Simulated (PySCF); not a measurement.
Vertical excitations of a molecule C5H6O2 from TDA-CAM-B3LYP/def2-SVPD (PySCF 2.14.0), as energy in eV (oscillator strength): 5.29 (0.021), 5.45 (0.051), 6.02 (0.005), 6.34 (0.002), 6.42 (0.000), 6.68 (0.476), 6.89 (0.005), 7.04 (0.024), 7.26 (0.171), 7.65 (0.010). Lowest triplet (TDA): 3.67 eV. The structure is a stationary point at B3LYP-D3(BJ)/def2-SVP. The values are those of a single conformer.

**Question.** Identify the compound among the candidates.
A) Cc1ccc(O)o1
B) C=C1CC(=O)CO1
C) CC=C1OC=CO1
D) C#C[C@@H]1OC[C@H]1O

**Answer.** C, CC=C1OC=CO1
